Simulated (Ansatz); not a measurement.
K3S2, relaxed as a doublet with UKS r2SCAN-D4/def2-SVP in Ansatz, starting from the GFN2-xTB geometry. Force threshold 0.02 eV/Å.

The structure comes from a short search, and lower isomers may exist.

Start:

| atom | x (Å) | y (Å) | z (Å) |
| --- | --- | --- | --- |
| K1 | 0.384 | -1.087 | 2.221 |
| K2 | -0.220 | -1.529 | -1.978 |
| K3 | -0.152 | 2.544 | -0.225 |
| S4 | -1.578 | -0.048 | 0.223 |
| S5 | 1.567 | 0.119 | -0.240 |

Question: Estimate the energy that the relaxation releases and the steps that it takes.

Answer: 2.0 kcal/mol, in 4 steps; 22 s on 4 threads of Arm Neoverse V1 on a shared host. No frequencies were taken in this run, so the end may be a saddle point.

Question: Does the start keep its bonding and symmetry?

Answer: By distances, no bond broke or formed. The bond that changes most is K3–S4, from 2.99 to 2.96 Å (atoms count from 1). The end is the same structure that another start reached, the lowest one found. Point group Cs at the start, D3h at the end, both within 0.05 Å.

Question: Predict the relaxed structure.

Answer: 
```xyz
5

K     0.367   -0.981    2.153
K    -0.217   -1.397   -1.932
K    -0.150    2.379   -0.221
S    -1.713   -0.085    0.254
S     1.714    0.084   -0.254
```
Bond lengths (bridged metal pairs left out): 6 × K–S 2.96 Å.
